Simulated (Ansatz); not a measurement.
The cluster Al₂Te₂. Total charge 0; singlet. Geometry B3LYP-D4/def2-SVP; atoms count from 1.

Cartesian coordinates in Å:
```
Al 0.900 0.301 -1.287
Al -0.899 -0.298 1.288
Te -1.639 0.672 -0.989
Te 1.638 -0.674 0.988
```

In the def2 sets Te takes a core potential; there is no spin–orbit coupling. The restricted singlet is unstable: a solution with broken spin symmetry lies lower. The structure comes from a short search, and lower isomers may exist.

Q: Estimate the Mulliken populations from the PBE0/def2-TZVP orbitals of Ansatz.

A: 
```tsv
atom	charge (e)
Al1	0.20
Al2	0.20
Te3	-0.20
Te4	-0.20
```
Mulliken values depend strongly on the basis.

Q: And the Mayer bond orders between heavy atoms (over 0.3)?

A: Al1–Al2 0.48 (3.20 Å); Al1–Te3 1.07 (2.58 Å); Al1–Te4 1.07 (2.58 Å); Al2–Te3 1.07 (2.58 Å); Al2–Te4 1.07 (2.58 Å).
